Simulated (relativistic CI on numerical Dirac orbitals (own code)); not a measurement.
**Energy levels of W16+**

Method of calculation: Dirac-Coulomb-Breit CI, separate exchange-only KLI orbitals for each configuration, a model potential for QED, unscaled Slater integrals (own radial code, finite nucleus).

CI space (outside the closed core [Ar] 3d10): 4s²4p⁶4d¹⁰4f¹¹5s, 4s²4p⁶4d¹⁰4f¹², 4s²4p⁶4d¹⁰4f¹⁰5s², 4s²4p⁶4d¹⁰4f¹¹5p, 4s²4p⁶4d¹⁰4f⁹5s²5p, 4s²4p⁶4d¹⁰4f¹⁰5s5p, 4s²4p⁶4d¹⁰4f¹¹5d, 4s²4p⁶4d¹⁰4f¹⁰5p², 4s²4p⁶4d¹⁰4f⁹5s²5d, 4s²4p⁶4d¹⁰4f¹¹5f, 4s²4p⁶4d¹⁰4f⁹5s²6s, 4s²4p⁶4d⁹4f¹²5s, 4s²4p⁶4d¹⁰4f¹¹5g, 4s²4p⁶4d⁹4f¹³, 4s²4p⁶4d¹⁰4f¹⁰5s6s, 4s²4p⁶4d¹⁰4f¹¹6s, 4s²4p⁶4d¹⁰4f¹¹6p, 4s²4p⁶4d⁸4f¹³5s, 4s²4p⁵4d¹⁰4f¹²5s, 4s²4p⁶4d¹⁰4f¹⁰5s7s, 4s²4p⁶4d¹⁰4f¹⁰6s², 4s²4p⁵4d¹⁰4f¹³, 4s4p⁶4d¹⁰4f¹³, 4p⁶4d¹⁰4f¹³5s, 4p⁶4d¹⁰4f¹²5s². Levels of other configurations are missing.

| No. | Configuration | Term | J | E (eV) | % | Lifetime (s) | jj configuration (%) |
| --- | --- | --- | --- | --- | --- | --- | --- |
| 1 | 4f¹¹(4I°)5s | ⁵I° | 8 | 0.0000 | 96 |  | 4f7/2^5 5s (78) |
| 2 | 4s²4p⁶4d¹⁰4f¹⁰5s² | ⁵I | 8 | 0.7991 | 87 |  | 4f7/2^4 (66) |
| 3 | 4f¹¹(4I°)5s | ⁵I° | 7 | 1.1718 | 79 | 3.20e-02 | 4f7/2^5 5s (50) |
| 4 | 4f¹¹(4I°)5s | ⁵I° | 6 | 2.4033 | 86 | 1.67e-02 | 4f5/2^5 4f7/2^6 5s (67) |
| 5 | 4s²4p⁶4d¹⁰4f¹⁰5s² | ⁵I | 7 | 2.6053 | 94 | 7.50e-03 | 4f5/2^5 4f7/2^5 (80) |
| 6 | 4f¹¹(4I°)5s | ⁵I° | 5 | 2.9655 | 52 | 2.08e-01 | 4f7/2^5 5s (50) |
| 7 | 4f¹¹(4I°)5s | ³I° | 7 | 3.1601 | 77 | 7.42e-03 | 4f5/2^5 4f7/2^6 5s (62) |
| 8 | 4f¹¹(4F°)5s | ⁵F° | 5 | 3.3933 | 48 | 8.92e-02 | 4f7/2^5 5s (62) |
| 9 | 4f¹¹(4I°)5s | ⁵I° | 4 | 3.4510 | 50 | 3.59e-01 | 4f7/2^5 5s (45) |
| 10 | 4s²4p⁶4d¹⁰4f¹⁰5s² | ⁵I | 6 | 3.6785 | 86 | 2.30e-02 | 4f5/2^4 4f7/2^6 (50) |
| 11 | 4f¹¹(2H°)5s | ³H° | 6 | 3.9497 | 46 | 1.51e-02 | 4f7/2^5 5s (56) |
| 12 | 4s²4p⁶4d¹⁰4f¹⁰5s² | ⁵I | 5 | 4.2936 | 57 | 1.41e-01 | 4f7/2^4 (41) |
| 13 | 4f¹¹(4S°)5s | ⁵S° | 2 | 4.3295 | 66 |  | 4f7/2^5 5s (63) |
| 14 | 4f¹¹(4F°)5s | ⁵F° | 4 | 4.5542 | 52 | 2.20e-02 | 4f5/2^5 4f7/2^6 5s (56) |
| 15 | 4s²4p⁶4d¹⁰4f¹⁰5s² | ⁵F | 5 | 5.0498 | 52 | 2.89e-02 | 4f5/2^5 4f7/2^5 (49) |
| 16 | 4s²4p⁶4d¹⁰4f¹⁰5s² | ⁵I | 4 | 5.0601 | 76 | 7.87e-02 | 4f5/2^4 4f7/2^6 (34) |
| 17 | 4f¹¹(4F°)5s | ⁵F° | 1 | 5.1311 | 40 | 4.98e-01 | 4f7/2^5 5s (75) |
| 18 | 4f¹¹(2H°)5s | ¹H° | 5 | 5.2946 | 34 | 1.71e-02 | 4f5/2^5 4f7/2^6 5s (74) |
| 19 | 4f¹¹(4F°)5s | ⁵F° | 3 | 5.3862 | 84 | 3.60e-02 | 4f5/2^5 4f7/2^6 5s (66) |
| 20 | 4f¹¹(4I°)5s | ³I° | 6 | 5.4609 | 50 | 6.35e-03 | 4f5/2^5 4f7/2^6 5s (52) |
| 21 | 4s²4p⁶4d¹⁰4f¹⁰5s² | ⁵S | 2 | 5.5208 | 33 | 9.21e+00 | 4f7/2^4 (76) |
| 22 | 4f¹¹(4F°)5s | ⁵F° | 2 | 5.5612 | 66 | 9.30e-02 | 4f5/2^5 4f7/2^6 5s (66) |
| 23 | 4f¹¹(2H°)5s | ³H° | 5 | 5.6233 | 40 | 4.04e-03 | 4f5/2^4 4f7/2^7 5s (44) |
| 24 | 4f¹¹(4F°)5s | ⁵F° | 4 | 5.8337 | 38 | 8.67e-03 | 4f5/2^5 4f7/2^6 5s (43) |
| 25 | 4s²4p⁶4d¹⁰4f¹⁰5s² | ³K | 8 | 5.8573 | 60 | 3.57e-03 | 4f5/2^5 4f7/2^5 (48) |
| 26 | 4s²4p⁶4d¹⁰4f¹⁰5s² | ⁵F | 4 | 6.0539 | 81 | 4.33e-02 | 4f5/2^5 4f7/2^5 (44) |
| 27 | 4f¹¹(4G°)5s | ⁵G° | 5 | 6.5544 | 45 | 6.86e-03 | 4f5/2^5 4f7/2^6 5s (71) |
| 28 | 4s²4p⁶4d¹⁰4f¹⁰5s² | ⁵G | 6 | 6.5794 | 46 | 3.72e-03 | 4f7/2^4 (38) |
| 29 | 4f¹¹(4S°)5s | ³S° | 1 | 6.6624 | 44 | 1.90e-02 | 4f5/2^5 4f7/2^6 5s (74) |
| 30 | 4s²4p⁶4d¹⁰4f¹⁰5s² | ⁵S | 2 | 6.6642 | 43 | 4.85e-02 | 4f5/2^5 4f7/2^5 (56) |

Energies count from the lowest computed level; ° marks odd parity; lifetimes are radiative, by E1, M1, E2, M2 decay to levels of this space only; some are left blank where a channel outside the calculation adds to the decay or the decay crosses a small, uncertain gap. Percentages are summed over parent terms; the parents shown are those of the largest component, closed shells are left out there. Filled j subshells are mostly left out of the jj labels.

The mean weight of the leading LS term, summed over parents, in these 30 levels is 60 %, and that of the leading jj configuration (from the same eigenvectors) 58 %.

At this charge transitions that keep the count of f electrons are usually good to a few per cent. Terms inside the open d or f shell come out 10 to 20 % too wide with unscaled integrals. Levels that differ in their count of f electrons can be misplaced by several ten thousand cm⁻¹, since the correlation energy of f electrons is missing or only estimated; rates across such gaps can be off by orders of magnitude.

LS names give the leading component of a level, which can be under half, so a name can repeat, a term be missing and a line seem to break the LS rules.
